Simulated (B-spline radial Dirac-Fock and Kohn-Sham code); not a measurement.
ΔSCF core binding energies without Breit or QED terms, calculated with a radial B-spline solver.

A sound run for the Hg atom in the configuration [Xe] 4f14 5d10 6s2: The ground state converged in 11 iterations, with total energy -19648.87252 Ha, virial ratio 1.86773 and highest orbital energy -8.93 eV. ΔSCF binding energies: K (1s) 83558.7 eV, L3 (2p3/2) 12326.4 eV, M5 (3d5/2) 2305.9 eV.

A second run, with one unsound setting: The ground state had not converged after 5 iterations, with total energy -19648.87239 Ha, virial ratio 1.86773 and highest orbital energy -8.93 eV. ΔSCF binding energies: K (1s) 83558.7 eV, L3 (2p3/2) 12326.4 eV, M5 (3d5/2) 2305.9 eV (not all states converged, so these are not final).

```
iter   energy (Ha)        error
   1   -19646.63806174  2.24e+00
   2   -19646.56293699  2.98e-01
   3   -19648.85293826  4.21e-02
   4   -19648.87121867  1.31e-02
   5   -19648.87239020  1.73e-03
```

Problem. Which fault fits the second run best?
A. too few iterations
B. functional not served
C. speed of light below Z
D. spline order too low

Solution. A. The input had maxit = 5: maxit ends the run before self-consistency.
